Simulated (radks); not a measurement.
Task: These are the eigenvalues of the occupied orbitals of an atom or ion with whole-number occupations (eV). Method: scalar-relativistic Kohn-Sham, LDA (Slater exchange, Perdew-Wang correlation), spin-unpolarised, spherical densities, finite nucleus; Fermi nuclear charge, rms radius of each element as measured or else 0.836 A^(1/3) + 0.57 fm; computed with a radial shooting solver on a logarithmic mesh with Libxc functionals.

orbital  eigenvalue
1s        -25305.98
2s        -3733.833
2p        -3352.335
3s        -690.7249
3p        -565.3947
3d        -367.0651
4s        -103.3612
4p         -66.9864
4d         -15.9199

Which element is it, and in what charge state? The configuration may be excited.

Result: Z = 47, silver, charge +1: Ag+ in [Kr] 4d10. The list shows which subshells hold electrons but not how many an open one holds; the 1s level, -929.98 hartree, gives Z - s = 43.1 by -(Z - s)^2/2, which with screening and relativity narrows Z to a few neighbours, and the depths of the outer levels then fix element, charge and occupations together.
